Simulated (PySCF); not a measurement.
C3H5O, SMILES [CH]=C(C)O, multiplicity 2.

Geometry: B3LYP-D3(BJ)/def2-SVP. The isomer is the one that the SMILES or the coordinates give; other isomers of the formula were not compared. The values are those of a single conformer.

Two levels are set side by side: PBE/def2-TZVPD (PySCF) and r2SCAN/def2-TZVPD (PySCF). Same geometry, gas phase. Differences are taken from unrounded values.

| quantity | r2SCAN | PBE | PBE minus r2SCAN |
|---|---|---|---|
| α-spin orbital gap (eV) | 5.90 | 5.21 | -0.69 |
| β-spin orbital gap (eV) | 2.98 | 2.08 | -0.90 |
| dipole moment (D) | 0.75 | 0.75 | -0.01 |
| mean polarisability (bohr³) | 45.2 | 46.8 | 1.6 |

Rough cost on one machine, each run with all the roots and properties that it gave: r2SCAN against PBE about 3 times.
